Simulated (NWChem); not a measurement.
Molecule: InICl2; SMILES [In]([I])([Cl])[Cl]

def2 effective core potentials on In, I; no spin-orbit coupling.

Give the equilibrium geometry at PBE0/def2-SVP with def2 effective core potentials on In, I (NWChem) as a list of bonds and angles, with the point group.

point group C2v; any orientation.
Bond lengths (Å): In1–Cl2 2.329, In1–Cl3 2.329, In1–I4 2.637. Angles (°): Cl2–In1–Cl3 117.1, Cl2–In1–I4 121.5, Cl3–In1–I4 121.5.
